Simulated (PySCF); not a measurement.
Si(OMe)(NH2), SMILES CO[Si]N (CH5NOSi) (PBE0/def2-SVP optimised geometry):

```
9

Si    -1.012    -1.397     0.000
O     -1.351     0.244     0.000
C     -0.509     1.358     0.000
H      0.142     1.387    -0.894
H     -1.119     2.275     0.000
H      0.141     1.387     0.894
N      0.717    -1.397     0.000
H      1.351    -0.603     0.000
H      1.226    -2.275     0.000
```

Computed with PBE0/def2-TZVP (PySCF).

**Question.** What are the frontier orbital energies and the dipole moment?

**Answer.** HOMO-2 -8.72 eV, HOMO-1 -7.95 eV, HOMO -6.80 eV, LUMO -0.71 eV, LUMO+1 0.57 eV; dipole moment 2.83 D.

On the same geometry PBE/def2-TZVP in PySCF gives HOMO-2 -7.12 eV, HOMO-1 -6.52 eV, HOMO -5.70 eV, LUMO -1.52 eV, LUMO+1 -0.26 eV; dipole moment 2.80 D.

Meta-Löwdin charges at PBE0/def2-TZVP: Si1 0.60, O2 -0.58, C3 -0.13, H4 0.10, H5 0.12, H6 0.10, N7 -0.69, H8 0.23, H9 0.24.
